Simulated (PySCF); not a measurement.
**Ionisation energy of Pb by level of theory**

Pb [Xe] 4f14 5d10 6s2 6p2 (3P) → Pb⁺ [Xe] 4f14 5d10 6s2 6p1 (2P), as a difference of total energies. Calculation: PySCF 2.14, in aug-cc-pwCVTZ-DK3; the spin-free X2C one-electron Hamiltonian (Gaussian nucleus). Correlated levels: valence: [Xe] 4f14 5d10 frozen; valence and next inner shell: [Kr] 4d10 4f14 frozen. The calculations carry no spin-orbit coupling.

| method | ionisation energy (eV) | difference from reference (eV) |
| --- | --- | --- |
| UHF | 6.574 | -0.843 |
| LDA | 7.175 | -0.242 |
| PBE | 6.990 | -0.427 |
| PBE0 | 7.027 | -0.390 |
| r2SCAN | 7.106 | -0.311 |
| MP2 (valence) | 6.844 | -0.573 |
| SCS-MP2 (valence) | 6.780 | -0.637 |
| MP2 (valence and next inner shell) | 7.013 | -0.404 |
| SCS-MP2 (valence and next inner shell) | 6.879 | -0.538 |

Reference: 7.417 eV (measured; NIST Atomic Spectra Database, ionization energies).

Spin-orbit coupling is strong in these open shells (close to jj coupling). The scalar numbers leave it out and a first-order estimate fails, so it can dominate the gap to the real levels.

Errors of the correlated levels include the incompleteness of this basis and the frozen core.
